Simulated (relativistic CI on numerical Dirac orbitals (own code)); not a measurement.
**K XI: sensitivity of the levels to the model**

Base calculation: Dirac-Coulomb-Breit CI, KLI orbitals optimised for each configuration, model QED (radiative potential, 1s self-energy scaled to tabulated hydrogen-like ionisation energies), unscaled Slater integrals.

CI space (outside the closed core 1s2): 2s2.2p5, 2s.2p6, 2s2.2p4.3s, 2s2.2p4.3p, 2p6.3s, 2p6.3p, 2s2.2p4.3d, 2p6.3d, 2s.2p5.3s, 2s.2p5.3p, 2s.2p5.3d, 2s2.2p4.4s, 2s2.2p4.4p, 2s2.2p4.4d, 2s2.2p4.4f, 2s2.2p4.5s, 2s2.2p3.3s2, 2s2.2p4.5p, 2s2.2p4.5d, 2s2.2p4.5f, 2s2.2p4.5g, 2s2.2p3.3s.3p, 2s.2p5.4s, 2s.2p5.4p, 2s2.2p3.3p2, 2s2.2p3.3s.3d, 2s.2p5.4d, 2s.2p5.4f, 2s2.2p3.3p.3d, 2s.2p4.3s2, 2s2.2p3.3d2, 2s.2p5.5s, 2s.2p4.3s.3p, 2s.2p5.5p, 2s.2p5.5d, 2s.2p5.5f. Levels of other configurations are missing.

Variants: (1) non-relativistic limit. Shifts of the energy above 2s2.2p5 2P°_3/2, in cm⁻¹, for the lowest level and the first level of each name with at least 55 % of one term (blank where a level changes its place among those of its configuration and J or its character, or is not in the variant):

```tsv
Level	Base	Δ(1)
2s2.2p5 2P°_3/2	0	0
2s2.2p5 2P°_1/2	23419	-23419
2s.2p6 2S_1/2	671443	-31070
2s2.2p4.3s 4P_5/2	2635152	+5076
2s2.2p4.3s 4P_3/2	2647577	-7349
2s2.2p4.3s 4P_1/2	2656446	-16218
2s2.2p4.3s 2P_3/2	2666632	-666
2s2.2p4.3s 2P_1/2	2680870	-14904
2s2.2p4.3s 2D_5/2	2725195	-6186
2s2.2p4.3s 2D_3/2	2725759	-6750
2s2.2p4.3p 4P°_5/2	2779893	-3365
2s2.2p4.3p 4P°_3/2	2782129	-5601
2s2.2p4.3p 4P°_1/2	2789707	-13179
2s2.2p4.3p 4D°_7/2	2798928	-1357
2s2.2p4.3s 2S_1/2	2803264	-10436
2s2.2p4.3p 4D°_3/2	2812797	-15226
2s2.2p4.3p 2D°_5/2	2820179	-8612
2s2.2p4.3p 2P°_3/2	2823671	
2s2.2p4.3p 4S°_3/2	2832156	
2s2.2p4.3p 2S°_1/2	2835944	-14133
2s2.2p4.3p 2F°_5/2	2875174	-8942
2s2.2p4.3p 2F°_7/2	2879216	-12983
```

At this charge energies of transitions that change n are usually good to better than 1 %, and those within a shell (Δn = 0) to a few per cent.

Ionisation energy from the two ground configurations alone: base 563.789 eV. The NIST ASD value (semi-empirical) is 565.6 eV.

LS names give the leading component of a level, which can be under half, so a name can repeat, a term be missing and a line seem to break the LS rules.
